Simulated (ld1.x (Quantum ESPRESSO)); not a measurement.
**boron (B): variants of one TM potential**

Base potential:

B (Z = 5), norm-conserving Troullier–Martins (Kleinman–Bylander form), made with ld1.x (Quantum ESPRESSO) 7.5 (LDA (PZ), non-relativistic). Core [He], reference 2s2 2p1. Waves: 2s (bound): rc 1.70 bohr; 2p (bound): rc 3.00 bohr. Local part: all-electron potential smoothed inside 1.85 bohr (lloc = -1). Core correction: a·sin(br)/r model core, default radius (core density twice the valence density).

Cutoffs, loose and tight: the cutoffs (Ry, on a coarse ladder) from which the occupation-weighted sum of valence levels, in a spherical-Bessel basis at the reference potential, stays within 10 and 1 mRy of its value at 400 Ry. They do not see the model core or the augmentation charge, which bear on the density cutoff. Test errors are all-electron minus pseudo excitation energies from the reference, over the configurations 2s2 2p0; 2s1 2p0; 2s2 2p0.5; 2s2 2p1.3; 2s1 2p2; 2s0 2p3; 2s1 2p1 (two spin-polarised tests are not counted in the largest error). A dash means not determined; rows that change the core or the reference have their own tests.

The default core radius of the base comes out at 0.69 bohr.

```tsv
change	outcome	cutoff, loose	cutoff, tight	bound ghosts	largest test error (meV)
base	generated	18 Ry	40 Ry	none	+251
core correction a·sin(br)/r model core inside 1.54 bohr	generated	18 Ry	40 Ry	none	+296
scalar-relativistic	generated	18 Ry	40 Ry	none	+250
local potential all-electron potential smoothed inside 3.32 bohr (lloc = -1)	generated	18 Ry	40 Ry	none	+284
functional PBE	generated	18 Ry	40 Ry	none	+258
```

Problem. What comes out with this change to the base: wave 2s (bound): rc 1.70 bohr becomes 2s (bound): rc 2.12 bohr?

Solution. outcome: generated; cutoff, loose: 12 Ry; cutoff, tight: 18 Ry; bound ghosts: none; largest test error (meV): +246.

Problem. What comes out with this change to the base: reference 2s2 2p0.5?

Solution. outcome: generated; cutoff, loose: 18 Ry; cutoff, tight: 40 Ry; bound ghosts: none; largest test error (meV): +137.
